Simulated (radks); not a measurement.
Results of a calculation; reference values are marked as such.
Question: The mean radii <r> (bohr) of the occupied orbitals of an atom or ion are listed with their occupations. Code: a radial shooting solver on a logarithmic mesh with Libxc functionals. Model: non-relativistic Kohn-Sham, LDA (Slater exchange, VWN5 correlation), spin-polarised, spherical densities, point nucleus.

orbital  occ.     <r>
1s up       1  0.1120
1s down     1  0.1120
2s up       1  0.5718
2s down     1  0.5707
2p up       3  0.5379
2p down     3  0.5361
3s up       1   1.933
3p up       1   2.194
4f up       1   8.299

Name the element and its charge. Open shells, if any, are filled with parallel spins first.

Answer: Z = 14, silicon, charge +1: Si+ in [Ne] 3s1 3p1 4f1. The 1s radius gives Z: for a bare nucleus <r> = 1.5/Z, 0.1071 bohr for Z = 14, and screening makes it slightly larger (0.1120 here). The occupations add up to 13, and the charge is Z minus that.
